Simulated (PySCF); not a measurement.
Species: `COC(=O)COC(C)=O`. The columns A, B, C and D hold Mulliken, IAO, Hirshfeld and ESP-fitted charges (e) of one PBE0/pcSseg-1 density (PySCF), in a shuffled order. Coordinates in Å (GFN2-xTB); the density's dipole moment is (0.85, -1.41, -0.57) D.

```json
{"atom": "C1", "x": "3.073", "y": "0.880", "z": "-0.095", "A": "-0.032", "B": "-0.215", "C": "-0.035", "D": "-0.132"}
{"atom": "O2", "x": "2.206", "y": "-0.217", "z": "0.182", "A": "-0.097", "B": "-0.337", "C": "-0.465", "D": "-0.417"}
{"atom": "C3", "x": "0.962", "y": "-0.108", "z": "-0.277", "A": "+0.204", "B": "+0.517", "C": "+0.408", "D": "+0.849"}
{"atom": "O4", "x": "0.541", "y": "0.812", "z": "-0.918", "A": "-0.257", "B": "-0.456", "C": "-0.405", "D": "-0.543"}
{"atom": "C5", "x": "0.143", "y": "-1.341", "z": "0.103", "A": "-0.005", "B": "-0.115", "C": "+0.100", "D": "-0.296"}
{"atom": "O6", "x": "-1.238", "y": "-1.068", "z": "-0.020", "A": "-0.103", "B": "-0.340", "C": "-0.462", "D": "-0.345"}
{"atom": "C7", "x": "-1.706", "y": "-0.103", "z": "0.797", "A": "+0.218", "B": "+0.536", "C": "+0.380", "D": "+0.841"}
{"atom": "C8", "x": "-3.142", "y": "0.208", "z": "0.491", "A": "-0.119", "B": "-0.476", "C": "-0.236", "D": "-0.687"}
{"atom": "O9", "x": "-1.034", "y": "0.414", "z": "1.647", "A": "-0.259", "B": "-0.462", "C": "-0.409", "D": "-0.541"}
{"atom": "H10", "x": "3.073", "y": "1.102", "z": "-1.164", "A": "+0.048", "B": "+0.155", "C": "+0.122", "D": "+0.105"}
{"atom": "H11", "x": "2.739", "y": "1.765", "z": "0.450", "A": "+0.054", "B": "+0.158", "C": "+0.127", "D": "+0.124"}
{"atom": "H12", "x": "4.061", "y": "0.576", "z": "0.238", "A": "+0.057", "B": "+0.165", "C": "+0.129", "D": "+0.134"}
{"atom": "H13", "x": "0.359", "y": "-2.157", "z": "-0.589", "A": "+0.065", "B": "+0.181", "C": "+0.160", "D": "+0.177"}
{"atom": "H14", "x": "0.398", "y": "-1.635", "z": "1.126", "A": "+0.048", "B": "+0.169", "C": "+0.150", "D": "+0.152"}
{"atom": "H15", "x": "-3.162", "y": "0.937", "z": "-0.317", "A": "+0.065", "B": "+0.182", "C": "+0.157", "D": "+0.201"}
{"atom": "H16", "x": "-3.621", "y": "0.637", "z": "1.366", "A": "+0.058", "B": "+0.171", "C": "+0.141", "D": "+0.193"}
{"atom": "H17", "x": "-3.658", "y": "-0.689", "z": "0.163", "A": "+0.053", "B": "+0.169", "C": "+0.139", "D": "+0.185"}
```

Problem. Which column most likely holds the ESP-fitted charges?

Solution. D. Σ q r misses the density's dipole by 0.06 D (D), 0.24 D (B), 0.44 D (A), 0.95 D (C). Charges fitted to the outside potential are the only set here that is tied to the molecule's multipoles.

Problem. And the Hirshfeld charges?

Solution. A. The mean sizes are 0.102 e (A), 0.237 e (C), 0.283 e (B), 0.348 e (D), and Hirshfeld charges are commonly the smallest of these schemes.

As computed, A = Hirshfeld, B = IAO, C = Mulliken, D = ESP-fitted. Hydrogens on carbon: Hirshfeld +0.05 to +0.07, IAO +0.15 to +0.18, Mulliken +0.12 to +0.16, ESP-fitted +0.11 to +0.20 e.

The IAO scheme projects the occupied orbitals on a minimal set of polarised atomic orbitals and counts the electrons in each atom's part of it. The Mulliken scheme gives each basis function's population to the atom it is centred on and halves the overlap population of two atoms between them.

Isolated species at its GFN2-xTB geometry (one conformer only).

These values come from a run that also computed NMR shieldings. On an x86-64 server with one thread (shared host), this took 26 s wall.

The values belong to the conformer `[CH3:1][O:2][C:3](=[O:4])[CH2:5][O:6][C:7]([CH3:8])=[O:9]`: C1–O2–C3–O4 2°, O2–C3–C5–O6 163°, C3–C5–O6–C7 -63°, C5–O6–C7–C8 174°.
